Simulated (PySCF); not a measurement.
# C₆ coefficients of unlike pairs at r2SCANh

Calculated with PySCF 2.14 from the dipole response of each species, C₆(A,B) = (3/π) ∫ α_A(iu) α_B(iu) du, in atomic units, from isotropic polarisabilities. For ions this is the dispersion term alone; charge-induced terms of lower order in 1/R come first.

| species | configuration | basis | relativity | α (bohr³) | C₆ (like pair) |
| --- | --- | --- | --- | --- | --- |
| Al²⁺ | [Ne] 3s1 (2S) | aug-cc-pV(D+d)Z (5s4p3d) | none | 14.83 | 42.18 |
| Ne²⁺ | [He] 2s2 2p4 (3P) | aug-cc-pVQZ-DK (6s5p4d3f2g) | spin-free X2C | 0.8609 | 1.099 |
| Si³⁺ | [Ne] 3s1 (2S) | aug-cc-pV(Q+d)Z with one added diffuse shell each of s, p, d, f, g type (8s7p6d4f3g) | none | 7.602 | 14.99 |
| Co²⁺ | [Ar] 3d7 (4F) | aug-cc-pVQZ (9s8p6d4f3g2h) | none | 3.431 | 9.859 |

Task: Estimate C₆ for Ne²⁺ with Al²⁺.

Result: The integral gives 4.523. The combination rule 2 C_A C_B / (C_A α_B/α_A + C_B α_A/α_B) gives 4.338 and the geometric mean 6.809.

No spin-orbit coupling is included.

The other pairs:

```tsv
pair	C₆
Co²⁺, Al²⁺	15.94
Si³⁺, Al²⁺	24.87
Co²⁺, Ne²⁺	3.230
Si³⁺, Ne²⁺	3.022
Co²⁺, Si³⁺	10.36
```
